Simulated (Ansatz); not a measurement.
BH3Br− (SMILES [BH3-]Br): the energy, rung by rung

BH3Br−: 5 atoms, total charge -1, spin state singlet. SMILES: `[BH3-]Br`. The shape is that of a GFN2-xTB optimisation.

```tsv
atom	x (Å)	y (Å)	z (Å)
B	0.1055	-0.0473	0.1457
Br	-1.0442	0.4678	-1.4413
H	1.2341	-0.2172	-0.2603
H	-0.3525	-1.0667	0.6130
H	0.0571	0.8634	0.9429
```

Quantity: the energy change with the B1–H5 bond stretched from 1.211 to 3.028 Å, in eV. The values are calculated.

```json
{"level": "SVWN5/STO-3G (restricted)", "kind": "LDA", "program": "Ansatz", "value (eV)": "6.42", "less FCI/STO-3G": "+0.68"}
{"level": "revPBE/STO-3G (restricted)", "kind": "GGA", "program": "Ansatz", "value (eV)": "5.90", "less FCI/STO-3G": "+0.16"}
{"level": "r2SCAN/STO-3G (restricted)", "kind": "meta-GGA", "program": "Ansatz", "value (eV)": "6.43", "less FCI/STO-3G": "+0.69"}
{"level": "B3LYP/STO-3G (restricted)", "kind": "global hybrid", "program": "Ansatz", "value (eV)": "6.52", "less FCI/STO-3G": "+0.78"}
{"level": "BHLYP/STO-3G (restricted)", "kind": "global hybrid", "program": "Ansatz", "value (eV)": "7.46", "less FCI/STO-3G": "+1.72"}
{"level": "CAM-B3LYP/STO-3G (restricted)", "kind": "range-separated hybrid", "program": "Ansatz", "value (eV)": "7.15", "less FCI/STO-3G": "+1.41"}
{"level": "B2PLYP/STO-3G (restricted)", "kind": "double hybrid", "program": "Ansatz", "value (eV)": "6.57", "less FCI/STO-3G": "+0.83"}
{"level": "CCSDT/STO-3G (restricted)", "kind": "coupled cluster or CI", "program": "Ansatz", "value (eV)": "5.73", "less FCI/STO-3G": "-0.01"}
{"level": "FCI/STO-3G", "kind": "exact in the basis", "program": "Ansatz", "value (eV)": "5.74", "less FCI/STO-3G": "0.00"}
```

FCI/STO-3G is exact within its basis and frozen core, so for wave-function methods in that basis the difference is their error; functionals converge differently with the basis, so for them it is only a difference. All-electron rows without a relativistic Hamiltonian named are non-relativistic. Sets without diffuse functions describe the anion poorly. The first shape isn't each level's own minimum. The values span 5.73 to 7.46 eV. All rows use very small basis sets, so even the best lies far from the true value. In the correlated wave-function rows the outer d shell of Br is correlated, in sets not made for it.
